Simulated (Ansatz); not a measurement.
`[F][Sn][Br]` + HCl → `[Cl][Sn][Br]` + H–F at 400 K and 1 bar (ligand exchange at the Sn–F bond).

Computed with Ansatz on PBE0-D4/def2-TZVP structures; ΔE is electronic, products minus reactants. CCSD(T)/CBS adds triple-zeta CCSD(T) − MP2 to the extrapolated MP2 energy (def2 sets, frozen cores). This one scheme is used for every species. Elements past krypton have def2 core potentials. For Br, Sn outer-core shells are correlated without core-valence functions, which leaves a few kJ/mol of doubt a bond. Scalar relativity is left out up to krypton.

```
       species  CCSD(T)/CBS energy (Eh)  H − E (kJ/mol)  S (J/(mol·K))
 `[F][Sn][Br]`              -2887.23951            24.7          327.4
           HCl               -460.38127            29.6          195.4
`[Cl][Sn][Br]`              -3247.23683            24.0          339.6
           H–F               -100.39570            36.5          182.2
```

H − E and S are ideal-gas, rigid-rotor, harmonic terms from PBE0-D4/def2-TZVP. 1 Eh = 2625.50 kJ/mol, R = 8.31446 J/(mol·K).

Problem. By hand: ΔE, ΔH, ΔS and ΔG.

Solution. ΔE = (-3247.23683) + (-100.39570) − (-2887.23951) − (-460.38127) = -0.01175 Eh = -30.8 kJ/mol. Δ(H − E) = 24.0 + 36.5 − 24.7 − 29.6 = 6.2, so ΔH = -24.6 kJ/mol. ΔS = 339.6 + 182.2 − 327.4 − 195.4 = -1.0 J/(mol·K). ΔG = -24.6 − 400 × (-1.0)/1000 = -24.2 kJ/mol.

Problem. By hand: the equilibrium constant, and the temperature at which ΔG would vanish if ΔH and ΔS stayed fixed.

Solution. log₁₀ K = −ΔG/(RT ln 10) = 3.2. ΔG = 0 at ΔH/ΔS = 24600 K, far beyond where these terms or the molecules hold.

The number of gas molecules stays the same, so ΔS is small and ΔH decides. A doubt of 5 kJ/mol in ΔE shifts log₁₀ K by 0.7 here. These are equilibria of isolated gas molecules and say nothing of rates. Largest T1 diagnostic: 0.014 (customary marks: 0.02 for closed shells, 0.045 for open ones).
